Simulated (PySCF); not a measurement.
Ti²⁺: excitation energy

Ti²⁺ [Ar] 3d2 (3F) → Ti²⁺ [Ar] 3d1 4p1 (high-spin determinant), as a difference of total energies. All numbers are calculated (PySCF 2.14, scalar relativity by spin-free X2C-1e, in aug-cc-pVQZ-DK (9s8p6d4f3g2h, 140 functions)). Correlated levels: valence: [Ar] frozen. The calculations carry no spin-orbit coupling.

```csv
method,excitation energy (eV)
UHF,9.206
LDA,9.434
PBE,9.361
PBE0,9.478
r2SCAN,9.691
M06-L,9.813
r2SCANh,9.703
PBEsol,9.385
MP2 (valence),9.285
SCS-MP2 (valence),9.233
```

Q: How much does correlation contribute at MP2 (valence)?

A: 9.285 − (9.206) = 0.079 eV, measured against UHF.

A first-order spin-orbit estimate (lowest level to lowest level, LS coupling) adds -0.016 eV.

The determinant of the upper state mixes LS terms, which raises its energy above the lowest term, most at the Hartree-Fock and MP2 levels.
